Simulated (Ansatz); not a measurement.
The lowest doublet and quartet of CH (SMILES [CH]); geometries from B3LYP-D3(BJ)/def2-TZVP, each state relaxed from the structure named, with no frequency check.
Doublet (charge 0, multiplicity 2):
```xyz
2

C      0.0000     0.0000    -0.1605
H      0.0000     0.0000     0.9630
```
Quartet (charge 0, multiplicity 4):
```json
[
 {"atom": "C", "x (Å)": "0.0000", "y (Å)": "0.0000", "z (Å)": "-0.1563"},
 {"atom": "H", "x (Å)": "0.0000", "y (Å)": "0.0000", "z (Å)": "0.9375"}
]
```

A positive gap puts the quartet lower; no zero-point energy. U- takes an unrestricted doublet. The quartet is unrestricted in single-reference levels.

Correlated levels freeze the cores.

Codes used: Ansatz (a program for electronic structure). Values without a source in brackets are computed.

One of these levels gives 3.34 kcal/mol for the gap E(doublet) − E(quartet), adiabatic. Name it.
A. U-MP2/cc-pVTZ (spin-contaminated)
B. U-CCSDT/cc-pVTZ (spin-contaminated)
C. U-HF/cc-pVDZ (spin-contaminated)
D. U-PBE/def2-TZVPP (spin-contaminated)

C, U-HF/cc-pVDZ (spin-contaminated). The others give -14.29 (U-PBE/def2-TZVPP (spin-contaminated)), -6.51 (U-MP2/cc-pVTZ (spin-contaminated)), -15.86 (U-CCSDT/cc-pVTZ (spin-contaminated))

Doubts at one or more of the structures used: T1 above 0.05 (U-CCSDT/cc-pVTZ (spin-contaminated)).
